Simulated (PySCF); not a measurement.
Several orderings of computed values.

Each SMILES stands for a single optimised conformer of the isolated species, non-relativistic unless stated. Electronic properties by PySCF.

The conformers computed, where there is a choice (atom-mapped SMILES and torsion angles):
- `[CH3:1][CH2:2][CH2:3][CH2:4][CH2:5][C:6]([F:7])([F:8])[F:9]`: C1–C2–C3–C4 179°, C2–C3–C4–C5 180°, C3–C4–C5–C6 178°, C4–C5–C6–F7 -61°
- `[CH3:1][CH2:2][CH2:3][C@@H:4]([CH3:5])[C:6]([F:7])([F:8])[F:9]`: C1–C2–C3–C4 176°, C2–C3–C4–C5 66°, C3–C4–C6–F7 -64°
- `[GeH3:1][O:2][C@H:3]1[CH2:4][C:5]12[CH2:6][CH2:7]2`: Ge1–O2–C3–C4 -6°
- `[F:1][CH2:2][O+:3]([AlH3-:4])[CH2:5][F:6]`: F1–C2–O3–Al4 112°, C2–O3–C5–F6 -72°

The conformers of `PP1Cc2ccccc2C1` aren't listed.

(1) Rank by lowest triplet excitation (Tamm–Dancoff), lowest first (TDA CAM-B3LYP/def2-SVPD at PBE0-D3(BJ)/def2-SVP geometries).
A. `PP1Cc2ccccc2C1`
B. `CCCCCC(F)(F)F`
C. `[GeH3][O][C@H]1CC12CC2`
D. `CCC[C@@H](C)C(F)(F)F`

(2) Give the two extremes of that set in kJ/mol.

(3) Rank by lowest singlet excitation, lowest first (TDDFT CAM-B3LYP/def2-SVPD at PBE0-D3(BJ)/def2-SVP geometries).
A. `PP1Cc2ccccc2C1`
B. `C(CCCC(F)(F)F)C`
C. `[C@@H]1([O][GeH3])C2(CC2)C1`
D. `CCC[C@@H](C)C(F)(F)F`

(4) Rank by smallest rotational constant, highest first (PBE0-D3(BJ)/def2-SVP).
A. `[GeH3][O][C@H]1CC12CC2`
B. `CCC[C@@H](C)C(F)(F)F`
C. `CCCCCC(F)(F)F`
D. `C(F)[O+](CF)[AlH3-]`
E. `FB1OCCO1`

(5) By how much do the two ends of that ranking differ?

Results:

(1) A (3.99 eV), C (5.97 eV), B (8.61 eV), D (8.71 eV).

(2) `PP1Cc2ccccc2C1`: 385 kJ/mol; `CCC[C@@H](C)C(F)(F)F`: 841 kJ/mol.

(3) A (5.27 eV), C (6.30 eV), B (8.89 eV), D (8.99 eV).

(4) E (2.451 GHz), D (1.368 GHz), A (0.881 GHz), B (0.777 GHz), C (0.538 GHz).

(5) By 1.913 GHz, between `FB1OCCO1` and `CCCCCC(F)(F)F`.
